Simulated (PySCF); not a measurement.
CF₃GeNO, SMILES O=C=[N][Ge]([F])([F])[F].

Geometry optimised at B3LYP-D3(BJ)/def2-SVP. This is a generated structure with no PubChem entry under its InChIKey; it may be hypothetical. One conformer was computed; it need not be the lowest.

These are PySCF with TDA-PBE/def2-SVPD values and carry that method's errors.

Vertical excitations. Isolated molecule, no solvent. State labels are in the subgroup Cs.

| state | symmetry | energy (eV) | λ (nm) | f | main pairs |
|---|---|---|---|---|---|
| S1 | A" | 5.92 | 209 | 0.003 | HOMO→LUMO 99 % |
| S2 | A' | 6.18 | 201 | 0.023 | HOMO−1→LUMO 94 % |
| S3 | A" | 7.26 | 171 | 0.001 | HOMO→LUMO+1 89 % |
| S4 | A' | 7.46 | 166 | 0.004 | HOMO−1→LUMO+1 52 %, HOMO→LUMO+2 47 % |
| S5 | A" | 7.50 | 165 | 0.000 | HOMO−1→LUMO+2 89 % |
| S6 | A" | 7.69 | 161 | 0.000 | HOMO−2→LUMO 99 % |
| S7 | A" | 7.98 | 155 | 0.013 | HOMO−3→LUMO 92 % |
| S8 | A' | 8.00 | 155 | 0.012 | HOMO−4→LUMO 92 % |
| S9 | A" | 8.25 | 150 | 0.001 | HOMO→LUMO+3 98 % |
| S10 | A" | 8.33 | 149 | 0.035 | HOMO−6→LUMO 91 % |
| T1 | A" | 5.60 | 221 | 0 | HOMO→LUMO 99 % |
| T2 | A' | 5.68 | 218 | 0 | HOMO−1→LUMO 97 % |
| T3 | A' | 6.66 | 186 | 0 | HOMO→LUMO+2 78 %, HOMO−1→LUMO+1 19 % |
| T4 | A" | 6.89 | 180 | 0 | HOMO→LUMO+1 72 %, HOMO−1→LUMO+2 27 % |
Triplets are in the Tamm–Dancoff approximation.
